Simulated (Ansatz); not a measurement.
CH₄F₂GeO, SMILES `O[C](F)(F)[GeH3]`, relaxed with RKS PBE0-D4/def2-TZVP in the Gaussian-basis code of Ansatz from a PBE-D4/def2-SVP geometry. The force threshold is 0.005 eV/Å; the program also tests the step.

The species carries charge 0 and has multiplicity 1.

Start:

```xyz
9

O    -0.827   -1.453    0.659
C    -0.645   -0.508   -0.320
F    -1.876    0.007   -0.577
F    -0.203   -1.114   -1.487
Ge    0.636    0.977    0.134
H     0.032   -1.888    0.824
H     0.090    1.751    1.357
H     0.801    1.912   -1.085
H     1.993    0.315    0.495
```

Q: By how much does the energy fall, and how many steps does the optimiser take? (Estimate.)

A: The calculation gave: 2.55 kJ/mol, in 9 steps.

Q: Which bonds change most? (Estimate.)

A: Ansatz gave: C2–F4 from 1.387 to 1.370 Å; Ge5–H7 from 1.546 to 1.532 Å; Ge5–H8 from 1.546 to 1.531 Å; Ge5–H9 from 1.552 to 1.537 Å.

Q: Give the relaxed structure. (Estimate.)

A: Ansatz gave: 
```xyz
9

O    -0.800   -1.455    0.644
C    -0.640   -0.500   -0.317
F    -1.869    0.000   -0.542
F    -0.239   -1.092   -1.486
Ge    0.641    0.981    0.136
H     0.047   -1.885    0.801
H     0.066    1.758    1.325
H     0.827    1.881   -1.088
H     1.967    0.311    0.527
```
